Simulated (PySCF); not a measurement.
Correlation energy of Ne⁺ (neon, charge +1)

[He] 2s2 2p5, 2P determinant. Calculation: PySCF 2.14, in def2-TZVP; the non-relativistic Hamiltonian (point nucleus). Frozen: 1s2; 7 electrons correlated.

MP2 pair energies summed by pair of shells (mhartree):

```tsv
pair	energy	share (%)
2p-2p	-120.21	62.2
2s-2p	-63.47	32.8
2s-2s	-9.57	5.0
```

Total MP2 correlation energy: -193.25 mhartree.

Same-spin part -46.31 and opposite-spin part -146.94 mhartree; SCS-MP2 scales them by 1/3 and 6/5 to -191.76 mhartree.

```
  level  correlation energy (mhartree)
   CCSD                        -205.55
    (T)                          -2.24
CCSD(T)                        -207.79
```

Diagnostics: T1 = 0.0040, D1 = 0.0063, largest double amplitude 0.029.

Question: Is a single reference adequate?

Answer: Yes: T1 lies below 0.03 and no double amplitude reaches 0.07.
